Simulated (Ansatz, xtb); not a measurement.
C5H5ClN2: which of two isomers lies lower

Structure I is `Nc1cnccc1Cl`, a singlet and structure II is `Nc1cccnc1Cl`, a singlet. Both are isolated molecules in the gas phase, relaxed with r2SCAN-D4/def2-SVP; the shapes shown needn't be the lowest conformers.

I (Å):

```yaml
atoms:
  - { symbol: C, position_ang: [-0.6556, -0.4607, -1.4373] }
  - { symbol: C, position_ang: [-1.1251, -0.8105, -0.1481] }
  - { symbol: C, position_ang: [0.0756, 0.8301, 0.9012] }
  - { symbol: C, position_ang: [0.6205, 1.2741, -0.3071] }
  - { symbol: C, position_ang: [0.2492, 0.6205, -1.4783] }
  - { symbol: Cl, position_ang: [0.9017, 1.1163, -3.0198] }
  - { symbol: N, position_ang: [-1.0887, -1.1019, -2.5685] }
  - { symbol: N, position_ang: [-0.7786, -0.1951, 0.9752] }
  - { symbol: H, position_ang: [-1.5039, -2.0175, -2.4495] }
  - { symbol: H, position_ang: [-0.5276, -0.9829, -3.4043] }
  - { symbol: H, position_ang: [-1.8304, -1.6502, -0.0616] }
  - { symbol: H, position_ang: [0.3459, 1.3243, 1.8418] }
  - { symbol: H, position_ang: [1.3228, 2.1099, -0.3445] }
```

II (Å):

```xyz
13

C    -0.6722   -0.4560   -1.3963
C    -1.2060    0.6691   -0.7396
C    -0.4389    1.3599    0.1976
C     0.8582    0.9206    0.4693
C     0.6592   -0.7865   -1.0274
Cl    1.3936   -2.1772   -1.8324
N    -1.3891   -1.2054   -2.2893
N     1.3835   -0.1432   -0.1509
H    -0.8619   -1.8448   -2.8732
H    -2.2039   -0.7815   -2.7141
H    -2.2275    0.9880   -0.9710
H    -0.8483    2.2338    0.7112
H     1.4965    1.4325    1.1977
```

Which of the two would you expect CCSD(T)/def2-SVP + ΔMP2/def2-TZVPP electronic energies to favour?

CCSD(T)/def2-SVP + ΔMP2/def2-TZVPP gives E(II) − E(I) = −6.72 kJ/mol, slightly favouring structure II, which is too small a margin to settle the true order.

How the difference moves with the method:

```csv
level,geometry,E(II) − E(I) (kJ/mol),departure from the last row (kJ/mol),"job, with rough time for the two"
GFN2-xTB,GFN2-xTB,−4.39,+2.33,"optimisation, 0.17 s"
HF/STO-3G,GFN2-xTB,−4.02,+2.70,"single point, 0.64 s"
r2SCAN-D4/def2-SVP//GFN2-xTB,GFN2-xTB,−12.36,−5.64,"single point, 8.1 s"
r2SCAN-D4/def2-SVP,r2SCAN-D4/def2-SVP,−13.08,−6.36,"optimisation, 62 s"
HF/def2-SVP,r2SCAN-D4/def2-SVP,−7.24,−0.52,part of the CCSD(T) run
MP2/def2-SVP,r2SCAN-D4/def2-SVP,−8.90,−2.18,part of the CCSD(T) run
CCSD(T)/def2-SVP,r2SCAN-D4/def2-SVP,−7.75,−1.03,single point
CCSD(T)/def2-SVP + ΔMP2/def2-TZVPP,r2SCAN-D4/def2-SVP,−6.72,,"single point, 2.6 min"
```

As drawn, both hold the same kinds of bond in the same numbers.

The largest departure from CCSD(T)/def2-SVP + ΔMP2/def2-TZVPP is that of r2SCAN-D4/def2-SVP, 6.36 kJ/mol. The last row adds to CCSD(T) the change of the MP2 difference between the two basis sets, here +1.03 kJ/mol.

With thermal terms from frequencies at re-optimised GFN2-xTB minima (ideal gas, soft modes damped towards free rotors, one conformer each, 298.15 K, 1 atm): on the last row, ΔE + ΔZPE = −6.81, ΔH = −6.83, ΔG = −6.71 kJ/mol.

The correlated steps freeze 12 core orbitals. Codes used: Ansatz 0.2.0, xtb 6.7.1; the last row on 2 threads of Arm Neoverse V1 on a shared host.
